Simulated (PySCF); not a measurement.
Run record: geometry optimisation, `Cl[SiH2][Se]C1C=C1`.

Computed with PBE0-D3(BJ)/def2-SVP geometry optimisation, gas phase (PySCF 2.14.0). Start geometry: GFN2-xTB. The command runs a driver script over a list of jobs; the input below is this job's line of settings and its coordinates in Å.

Command:
```bash
OMP_NUM_THREADS=1 python probes_run.py task.json out
```

Input:
```
{"job": {"xc": "PBE0", "basis": "def2-SVP", "d3": "d3bj", "grid": 1, "shake": 0.01, "kind": "geom"}, "charge": 0, "multiplicity": 1}
Cl     2.193670     1.244950     0.804660
Si     2.092930    -0.651230     0.185680
Se     0.083840    -1.605410     0.704920
C     -1.058430    -0.155760     0.045850
C     -1.263150     1.094910     0.810230
C     -2.267720     0.277330     0.850770
H      2.293850    -0.641650    -1.258900
H      3.124530    -1.417020     0.882360
H     -1.123690    -0.171800    -1.016240
H     -0.796170     2.007340     1.121970
H     -3.241540    -0.007500     1.196880
```

Output:
```
step   0  E = -3267.24311635  max force = 0.032247
step   1  E = -3267.24834440  max force = 0.010662
step   2  E = -3267.24891140  max force = 0.006450
step   3  E = -3267.24931989  max force = 0.002277
step   4  E = -3267.24943429  max force = 0.003004
step   5  E = -3267.24947293  max force = 0.002881
step   6  E = -3267.24951368  max force = 0.000681
step   7  E = -3267.24952591  max force = 0.000828
step   8  E = -3267.24951675  max force = 0.001566
step   9  E = -3267.24951865  max force = 0.001483
step  10  E = -3267.24952439  max force = 0.000383
optimisation converged
```

Energies in Eh; «max force» is the largest Cartesian gradient component in Eh/bohr.

How much energy does the optimisation release, in eV?

E(step 0) − E(last step) = 0.006408 Eh, which is 0.174 eV.

In short: final energy -3267.24952 Eh after 10 steps; dipole 1.97 D.

Give the final coordinates.

0.313 Å rms from the input after alignment:
```
atom  x, y, z in Å
Cl1    3.4537    2.2303    3.1438
Si2    3.1540    0.4755    2.0601
Se3    1.2358   -0.5616    2.6154
C4     0.0675    0.8457    1.8417
C5    -0.0054    2.2058    2.4311
C6    -1.0220    1.4299    2.6586
H7     3.1396    0.8877    0.6289
H8     4.2884   -0.4395    2.3579
H9    -0.0451    0.6739    0.7624
H10    0.5285    3.1425    2.5622
H11   -1.9860    1.2395    3.1222
```

Time: 1.9 min wall; peak memory 0.53 GiB. Hardware: an Arm Neoverse V1 with one thread, no GPU, shared host.
Labels such as C1 count atoms from 1, the log's own numbers from 0.
